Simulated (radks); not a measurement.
The numbers below are computed, except where a source is named.
Spherical quantum dot in the effective-mass picture: electrons in a parabolic well V = omega^2 r^2 / 2 with omega = 0.641, all in effective atomic units (hartree* = m*/eps^2 hartree, bohr* = eps/m* bohr), one dielectric constant everywhere. Level of theory: non-relativistic Kohn-Sham, LDA (Slater exchange, Perdew-Wang correlation), spin-polarised, spherical densities (a radial shooting solver with Libxc functionals). Levels are named by radial order and angular momentum (1s, 1p, 1d, 2s, ...), and open shells are averaged over m.

N = 5, configuration 1s2 1p(up 3, down 0). This is the lowest configuration that the search found. Occupied and some empty levels:

level    occupation  eigenvalue (hartree*)  <r> (bohr*)
1s up             1                 2.9596        1.724
1s down           1                 3.0584        1.714
1p up             3                 3.3936        2.164
1p down           0                 3.4961        2.183
1d up             0                 3.8808        2.504
1d down           0                 3.9744        2.535
2s up             0                 3.9795        2.259
2s down           0                 4.0464        2.282
1f up             0                 4.4036        2.793
1f down           0                 4.4843        2.829

Energy (hartree*): total 11.0697, kinetic 2.5062, external 4.5632, Hartree 5.6368, exchange-correlation -1.6367.
